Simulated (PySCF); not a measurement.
## Spin–spin coupling constants

Geometry (Å), atoms numbered from 1 in this order:
```xyz
17

C     2.6079   -0.1146   -0.1499
C     1.1430    0.0684   -0.5088
B     0.3186    1.3038   -0.0042
C    -1.1561    0.8264    0.2236
C    -1.2082   -0.5799   -0.3918
C     0.2131   -1.1276   -0.2466
H     3.0598   -0.9717   -0.6762
H     3.2001    0.7801   -0.3949
H     2.7260   -0.2993    0.9303
H     1.0714    0.2940   -1.6046
H     0.7506    2.4225    0.1668
H    -1.9774    1.5046   -0.0534
H    -1.2016    0.7504    1.3341
H    -1.4617   -0.4990   -1.4639
H    -1.9681   -1.2372    0.0599
H     0.3724   -1.4802    0.7896
H     0.4120   -1.9909   -0.9036
```

Couplings: B3LYP/pcJ-1 (spin–dipole term only in couplings to heteroatoms) in PySCF 2.14, geometry PBE0-D3(BJ)/def2-SVP; gas phase, one conformer, non-relativistic. Couplings are averaged over pairs made equivalent by symmetry, fast rotation or ring inversion, so a value needn't be that of the named pair in this geometry, while other rotamers aren't included; one pair stands for each set, and the list holds a selection of those of at least 0.8 Hz over up to four bonds.

Isotopes: 11B, 1H, 13C.

| pair | bonds | J (Hz) |
| --- | --- | --- |
| C1, C2 | 1 | ? |
| C1, H7 | 1 | ? |
| C2, B3 | 1 | ? |
| C2, H10 | 1 | 104.8 |
| B3, C4 | 1 | 47.7 |
| B3, H11 | 1 | ? |
| C4, C5 | 1 | 33.0 |
| C4, H12 | 1 | 137.3 |
| C4, H13 | 1 | ? |
| C5, C6 | 1 | 36.1 |
| C5, H14 | 1 | 130.0 |
| C5, H15 | 1 | 138.0 |
| C6, H16 | 1 | 128.8 |
| C6, H17 | 1 | 137.3 |
| C1, C6 | 2 | ? |
| C2, C4 | 2 | ? |
| C2, H17 | 2 | -3.0 |
| C6, H10 | 2 | ? |
| C1, C4 | 3 | 2.7 |
| C2, H12 | 3 | 4.9 |
| C2, H15 | 3 | 9.2 |
| B3, H17 | 3 | 8.3 |
| C5, H11 | 3 | 6.9 |
| H11, H13 | 3 | -1.3 |
| H12, H14 | 3 | 6.1 |
| H10, H12 | 4 | 3.8 |

Task: Estimate the withheld couplings, with signs.

Result: 
- 1J(C1,C2) = 39.2 Hz (bond length 1.519 Å)
- 1J(C1,H7) = 132.1 Hz (bond length 1.103 Å, sp3 carbon)
- 1J(C2,B3) = 47.8 Hz (bond length 1.569 Å)
- 1J(B3,H11) = 138.1 Hz (bond length 1.211 Å)
- 1J(C4,H13) = 109.9 Hz (bond length 1.114 Å, sp3 carbon)
- 2J(C1,C6) = 1.1 Hz (angle at C2 117°)
- 2J(C2,C4) = 5.7 Hz (angle at B3 108°)
- 2J(C6,H10) = -5.3 Hz (angle at C2 107°)
